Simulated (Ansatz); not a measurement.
Steps of a relaxation of `N/C(O)=N\[SiH3]` with RKS PBE-D4/def2-SVP.

```sh
$ ansatz run in.yaml --threads 4 --pin off --events-out ev --progress --plain --max-ram 10444MiB
```

```yaml
crystal:
  periodic: [false, false, false]
  atoms:
    - {symbol: N, position_ang: [-1.087200, -0.006800, 1.126600]}
    - {symbol: C, position_ang: [-0.033000, -0.598900, 0.684900]}
    - {symbol: O, position_ang: [0.273800, -1.547200, 1.543700]}
    - {symbol: N, position_ang: [0.824800, -0.479000, -0.314500]}
    - {symbol: Si, position_ang: [0.430700, 0.657700, -1.574800]}
    - {symbol: H, position_ang: [-1.194700, 1.039800, 0.898500]}
    - {symbol: H, position_ang: [-1.301500, -0.160300, 2.093600]}
    - {symbol: H, position_ang: [1.134100, -1.960300, 1.178200]}
    - {symbol: H, position_ang: [-0.085000, 1.927500, -0.891900]}
    - {symbol: H, position_ang: [1.692400, 0.959300, -2.253600]}
    - {symbol: H, position_ang: [-0.588900, 0.111200, -2.470200]}
basis:
  gaussian: {orbitals: def2-SVP}
hamiltonian: {xc: pbe, dispersion: d4}
relax: {f_tol: 0.03, max_steps: 200}
```

Positions (Å) and forces (eV/Å) along the path, 11 of 11 steps:

```xyz
11
step=1 energy=-14021.2617 eV
N    -1.087   -0.007    1.127   -4.047    5.515   -0.339
C    -0.033   -0.599    0.685    5.206   -1.924   -2.159
O     0.274   -1.547    1.544    2.078   -3.013    1.335
N     0.825   -0.479   -0.315   -1.710    0.641    0.292
Si    0.431    0.658   -1.575    0.349    0.162    1.205
H    -1.195    1.040    0.898    0.054   -1.881   -0.040
H    -1.302   -0.160    2.094   -0.238   -0.415    0.834
H     1.134   -1.960    1.178   -1.474    0.672    0.440
H    -0.085    1.927   -0.892   -0.097    0.065   -0.334
H     1.692    0.959   -2.254    0.444    0.272   -0.564
H    -0.589    0.111   -2.470   -0.564   -0.095   -0.669
11
step=2 energy=-14021.8304 eV
N    -1.078    0.012    1.151   -1.170    2.314   -0.340
C     0.038   -0.617    0.748    1.896   -1.273   -1.056
O     0.319   -1.615    1.608    0.723   -0.870    0.407
N     0.821   -0.510   -0.300   -1.197    0.802    0.398
Si    0.446    0.670   -1.538    0.132    0.124    0.185
H    -1.250    0.984    0.791    0.219   -1.085    0.204
H    -1.319   -0.095    2.134   -0.082   -0.155    0.149
H     1.111   -2.064    1.204   -0.576    0.359    0.257
H    -0.109    1.981   -0.969    0.061   -0.123    0.002
H     1.681    1.006   -2.307    0.122    0.026   -0.064
H    -0.596    0.193   -2.503   -0.129   -0.119   -0.142
11
step=3 energy=-14021.9495 eV
N    -1.072    0.036    1.149   -0.001    0.053    0.147
C     0.041   -0.659    0.742    0.543   -0.124    0.088
O     0.346   -1.641    1.639   -0.223    0.125   -0.055
N     0.787   -0.509   -0.307   -0.578    0.366   -0.006
Si    0.436    0.687   -1.536    0.061   -0.125   -0.108
H    -1.216    0.973    0.762    0.050   -0.139   -0.047
H    -1.342   -0.075    2.132    0.004   -0.015   -0.171
H     1.121   -2.082    1.238    0.077   -0.060   -0.033
H    -0.114    1.988   -0.959    0.031   -0.054    0.020
H     1.681    1.027   -2.312   -0.029   -0.035    0.094
H    -0.602    0.200   -2.527    0.064    0.009    0.070
11
step=4 energy=-14021.9714 eV
N    -1.073    0.032    1.233    0.111    0.033   -0.063
C     0.031   -0.646    0.770   -0.056    0.173   -0.202
O     0.363   -1.641    1.631    0.117   -0.131    0.060
N     0.699   -0.470   -0.319   -0.109    0.123    0.025
Si    0.447    0.696   -1.589   -0.110   -0.138    0.292
H    -1.255    0.954    0.835   -0.035   -0.064    0.018
H    -1.365   -0.125    2.200    0.058    0.046   -0.110
H     1.137   -2.068    1.208   -0.030   -0.027   -0.006
H    -0.089    2.013   -1.047    0.003    0.033   -0.031
H     1.735    0.989   -2.304    0.006   -0.041    0.034
H    -0.565    0.208   -2.598    0.044   -0.006   -0.017
11
step=5 energy=-14021.9776 eV
N    -1.062    0.037    1.226    0.090   -0.042    0.041
C     0.040   -0.644    0.772   -0.198    0.008   -0.004
O     0.372   -1.645    1.630    0.042   -0.011    0.024
N     0.696   -0.468   -0.319    0.045    0.064   -0.097
Si    0.426    0.701   -1.572    0.116   -0.105    0.048
H    -1.258    0.945    0.808   -0.023    0.008    0.010
H    -1.349   -0.102    2.196   -0.002    0.029   -0.010
H     1.132   -2.085    1.195   -0.012    0.000   -0.002
H    -0.103    2.027   -1.044   -0.038   -0.008   -0.010
H     1.728    0.976   -2.268   -0.008    0.035   -0.014
H    -0.557    0.200   -2.603   -0.014    0.021    0.014
11
step=6 energy=-14021.9802 eV
N    -1.024    0.070    1.258   -0.052    0.150   -0.082
C     0.033   -0.652    0.773    0.071   -0.063    0.032
O     0.375   -1.655    1.627   -0.059    0.054   -0.053
N     0.665   -0.500   -0.339   -0.020   -0.003    0.080
Si    0.423    0.686   -1.574   -0.021   -0.026    0.006
H    -1.230    0.958    0.797   -0.027   -0.060    0.062
H    -1.329   -0.041    2.225    0.091   -0.052   -0.029
H     1.104   -2.110    1.157    0.018   -0.029    0.020
H    -0.191    1.974   -1.039   -0.009    0.000   -0.024
H     1.737    1.041   -2.209    0.007    0.008    0.003
H    -0.498    0.173   -2.654    0.001    0.021   -0.015
11
step=7 energy=-14021.9831 eV
N    -0.993    0.098    1.284   -0.058    0.008    0.013
C     0.034   -0.643    0.767   -0.098   -0.017    0.212
O     0.352   -1.658    1.618    0.055   -0.005   -0.073
N     0.658   -0.501   -0.346    0.040   -0.011   -0.083
Si    0.421    0.679   -1.586    0.026    0.046   -0.051
H    -1.246    0.978    0.840    0.033    0.010   -0.034
H    -1.287   -0.057    2.247    0.023    0.001   -0.017
H     1.072   -2.130    1.150    0.003   -0.026    0.018
H    -0.242    1.952   -1.075   -0.009    0.005   -0.010
H     1.747    1.073   -2.180   -0.022   -0.007    0.016
H    -0.450    0.151   -2.699    0.008   -0.003    0.009
11
step=8 energy=-14021.9855 eV
N    -1.000    0.097    1.285    0.000   -0.005    0.013
C     0.028   -0.647    0.771    0.023   -0.006   -0.042
O     0.349   -1.666    1.612   -0.027   -0.009    0.044
N     0.645   -0.504   -0.349   -0.003   -0.019    0.016
Si    0.416    0.680   -1.588    0.002   -0.008    0.008
H    -1.212    0.992    0.845    0.002   -0.004    0.009
H    -1.262   -0.030    2.261    0.003    0.010   -0.008
H     1.059   -2.151    1.143    0.008    0.020   -0.027
H    -0.288    1.936   -1.090   -0.009    0.021   -0.007
H     1.745    1.102   -2.148    0.006    0.006    0.004
H    -0.416    0.135   -2.721   -0.005   -0.005   -0.010
11
step=9 energy=-14021.9862 eV
N    -0.986    0.109    1.303    0.015   -0.004   -0.029
C     0.022   -0.651    0.772    0.034    0.032   -0.044
O     0.342   -1.674    1.607   -0.009   -0.020    0.020
N     0.627   -0.513   -0.356   -0.035   -0.016    0.050
Si    0.409    0.675   -1.594    0.003    0.033   -0.025
H    -1.193    1.004    0.862   -0.006   -0.009    0.016
H    -1.238   -0.014    2.283    0.007    0.002   -0.004
H     1.042   -2.164    1.127   -0.007    0.018   -0.012
H    -0.334    1.920   -1.119    0.003   -0.027   -0.002
H     1.748    1.133   -2.107   -0.026   -0.018    0.008
H    -0.375    0.117   -2.757    0.021    0.009    0.024
11
step=10 energy=-14021.9863 eV
N    -0.976    0.118    1.312    0.022   -0.010   -0.021
C     0.022   -0.649    0.772   -0.005    0.014   -0.023
O     0.336   -1.679    1.602    0.012   -0.014    0.008
N     0.618   -0.516   -0.360   -0.010   -0.005    0.035
Si    0.408    0.675   -1.595   -0.023    0.004   -0.046
H    -1.185    1.013    0.872   -0.002   -0.001    0.008
H    -1.221   -0.004    2.293    0.003    0.000    0.000
H     1.029   -2.171    1.114   -0.015    0.016    0.001
H    -0.370    1.904   -1.129    0.039   -0.025   -0.015
H     1.751    1.146   -2.088   -0.043    0.004    0.024
H    -0.346    0.106   -2.773    0.023    0.018    0.031
11
step=11 energy=-14021.9866 eV
N    -0.974    0.120    1.313    0.011   -0.007   -0.003
C     0.021   -0.649    0.772   -0.012   -0.001    0.000
O     0.335   -1.680    1.602    0.011   -0.007    0.004
N     0.616   -0.519   -0.361    0.002   -0.005   -0.005
Si    0.406    0.671   -1.597   -0.006    0.024   -0.011
H    -1.183    1.015    0.873    0.001    0.001    0.002
H    -1.216    0.000    2.295    0.001   -0.001   -0.002
H     1.026   -2.173    1.112   -0.012    0.012    0.005
H    -0.372    1.899   -1.130    0.011   -0.021   -0.016
H     1.747    1.155   -2.079   -0.021   -0.009    0.006
H    -0.340    0.102   -2.778    0.015    0.013    0.022
```

It took 14 s on 4 threads of an Arm Neoverse V1 on a shared host, with 0.15 GiB of host memory at the peak.
